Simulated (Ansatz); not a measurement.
`FB[SiH2]Cl` + `CCCCCCCO` → `OCB(F)[SiH2]Cl` + `CCCCCC`  (formal exchange of groups at a B–H bond)

Gas-phase electronic energies from Ansatz, PBE0-D4/def2-TZVP geometries. CCSD(T)/CBS adds triple-zeta CCSD(T) − MP2 to the extrapolated MP2 energy (def2 sets, frozen cores). Each species was taken in one conformer, which may not be the lowest.

`FB[SiH2]Cl`:

```xyz
7

F     0.188    2.163   -0.033
B    -0.327    1.060   -0.536
Si    0.129   -0.758    0.254
Cl    1.434   -0.598    1.839
H    -1.070    1.185   -1.474
H    -1.108   -1.430    0.732
H     0.754   -1.622   -0.782
```

`CCCCCCCO`:

Z-matrix (Å, degrees):
```
C
C 1 1.519
H 1 1.094 2 111.1
H 1 1.092 2 111.7 3 120.2
H 1 1.094 2 111.1 3 -119.6
C 2 1.520 1 113.1 3 59.7
H 2 1.096 1 109.6 3 -178.3
H 2 1.096 1 109.7 3 -62.3
C 6 1.520 2 113.1 1 179.7
H 6 1.097 2 108.8 1 57.0
H 6 1.098 2 109.3 1 -58.2
C 9 1.525 6 114.4 2 175.5
H 9 1.096 6 109.2 2 -60.6
H 9 1.096 6 108.8 2 54.2
C 12 1.525 9 115.6 6 59.0
H 12 1.096 9 108.8 6 -63.3
H 12 1.096 9 108.8 6 -178.4
C 15 1.516 12 113.9 9 60.1
H 15 1.094 12 109.3 9 -179.0
H 15 1.097 12 110.0 9 -62.7
O 18 1.413 15 112.8 12 173.4
H 18 1.099 15 110.6 12 -62.3
H 18 1.094 15 109.9 12 55.7
H 21 0.961 18 108.1 15 58.5
```

`OCB(F)[SiH2]Cl`:

```xyz
11

O    -1.545    1.063   -0.175
C    -0.607    0.688   -1.165
B     0.678   -0.040   -0.646
F     1.649   -0.294   -1.514
Si    0.882   -0.641    1.297
Cl   -0.887   -1.640    1.754
H    -1.815    0.277    0.310
H    -1.067    0.086   -1.969
H    -0.288    1.613   -1.665
H     1.013    0.491    2.248
H     1.987   -1.604    1.526
```

`CCCCCC`:

Z-matrix (Å, degrees):
```
C
C 1 1.520
H 1 1.094 2 111.0
H 1 1.092 2 111.3 3 119.9
H 1 1.093 2 111.8 3 -120.0
C 2 1.524 1 113.9 3 56.2
H 2 1.095 1 109.2 3 -65.2
H 2 1.096 1 109.5 3 179.5
C 6 1.526 2 115.1 1 60.0
H 6 1.096 2 108.8 1 -61.9
H 6 1.095 2 108.9 1 -176.7
C 9 1.524 6 115.1 2 57.2
H 9 1.096 6 108.4 2 179.3
H 9 1.095 6 109.5 2 -65.8
C 12 1.520 9 113.9 6 60.0
H 12 1.095 9 108.4 6 -178.2
H 12 1.096 9 109.8 6 -63.2
H 15 1.092 12 111.3 9 176.1
H 15 1.094 12 111.0 9 56.2
H 15 1.093 12 111.8 9 -63.8
```

```json
{"species": "`FB[SiH2]Cl`", "CCSD(T)/def2-TZVPP energy (Eh)": "-875.18746"}
{"species": "`CCCCCCCO`", "CCSD(T)/def2-TZVPP energy (Eh)": "-350.99997"}
{"species": "`OCB(F)[SiH2]Cl`", "CCSD(T)/def2-TZVPP energy (Eh)": "-989.56623"}
{"species": "`CCCCCC`", "CCSD(T)/def2-TZVPP energy (Eh)": "-236.63482"}
```

Q: Work out ΔE.

A: ΔE = (-989.56623) + (-236.63482) − (-875.18746) − (-350.99997) = -0.01362 Eh = -0.37 eV. CCSD(T)/CBS gives -0.37 eV.

Largest T1 diagnostic among the species: 0.012.

In def2-TZVPP, CCSD(T) changes the Hartree–Fock value by −0.10 eV (the triples alone add −0.02 eV) and MP2 by −0.11 eV. The D4 term adds −0.06 eV with B3LYP and −0.03 eV with PBE0; it sums over pairs of atoms, weighted by their polarisabilities, and B3LYP, whose exchange is more repulsive, gets the larger term.

B3LYP here is the variant with VWN-RPA as its local correlation; programs differ in this.
